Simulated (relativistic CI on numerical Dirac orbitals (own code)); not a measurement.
Hyperfine structure of Cs²⁷⁺, mass number 133

Method of calculation: Dirac-Coulomb-Breit CI, separate exchange-only KLI orbitals for each configuration, model QED (radiative potential, 1s self-energy scaled to tabulated hydrogen-like ionisation energies), unscaled Slater integrals (own radial code, finite nucleus).

CI space (outside the closed core [Ne]): 3s2.3p6.3d10, 3s2.3p6.3d9.4s, 3s2.3p6.3d9.4p, 3s2.3p6.3d9.4d, 3s2.3p6.3d9.4f, 3s2.3p5.3d10.4s, 3s2.3p6.3d8.4s2, 3s2.3p5.3d10.4p, 3s2.3p6.3d8.4s.4p, 3s2.3p6.3d9.5s, 3s2.3p6.3d8.4p2, 3s2.3p6.3d9.5p, 3s2.3p5.3d10.4d, 3s2.3p6.3d8.4s.4d, 3s.3p6.3d10.4s, 3s2.3p6.3d9.5d. Levels of other configurations are missing.

Nuclear spin I = 7/2, μ = 2.5778 μN, Q = -0.0034 b (tables of Stone and Pyykkö). The electronic factors are computed for point nuclear moments, without core polarisation or the Bohr-Weisskopf and QED corrections.

```json
{"Level": "3s2.3p6.3d9.4s 3D_3", "E (eV)": "629.077", "A (MHz)": "57050", "B (MHz)": "85"}
{"Level": "3s2.3p6.3d9.4s 1D_2", "E (eV)": "630.230", "A (MHz)": "-38500", "B (MHz)": "65.1"}
{"Level": "3s2.3p6.3d9.4s 3D_1", "E (eV)": "643.933", "A (MHz)": "-47040", "B (MHz)": "32.4"}
{"Level": "3s2.3p6.3d9.4s 3D_2", "E (eV)": "644.787", "A (MHz)": "90160", "B (MHz)": "67.6"}
{"Level": "3s2.3p6.3d9.4p 3P°_2", "E (eV)": "683.831", "A (MHz)": "-4831", "B (MHz)": "50.8"}
{"Level": "3s2.3p6.3d9.4p 3F°_2", "E (eV)": "698.902", "A (MHz)": "38320", "B (MHz)": "55.8"}
{"Level": "3s2.3p6.3d9.4p 3F°_4", "E (eV)": "704.611", "A (MHz)": "10670", "B (MHz)": "-35.7"}
{"Level": "3s2.3p6.3d9.4p 1D°_2", "E (eV)": "706.214", "A (MHz)": "10510", "B (MHz)": "120"}
```

Levels with J = 0, under 50 % of one LS term, or S terms without an open s electron are left out. Small factors come from cancelling terms and can be off by tens of per cent or more.

At this charge energies of transitions that change n are usually good to better than 1 %, and those within a shell (Δn = 0) to a few per cent.

(1) Give the hyperfine levels of 3s2.3p6.3d9.4s 3D_3 relative to its centre of gravity.

## Answers

(1) With K = F(F + 1) − I(I + 1) − J(J + 1), E = AK/2 + B[¾K(K + 1) − I(I + 1)J(J + 1)]/[2I(2I − 1)J(2J − 1)]: F = 1/2: -770200, F = 3/2: -684600, F = 5/2: -542000, F = 7/2: -342300, F = 9/2: -85600, F = 11/2: 228200, F = 13/2: 599100 MHz.

LS names give the leading component of a level, which can be under half, so a name can repeat, a term be missing and a line seem to break the LS rules.
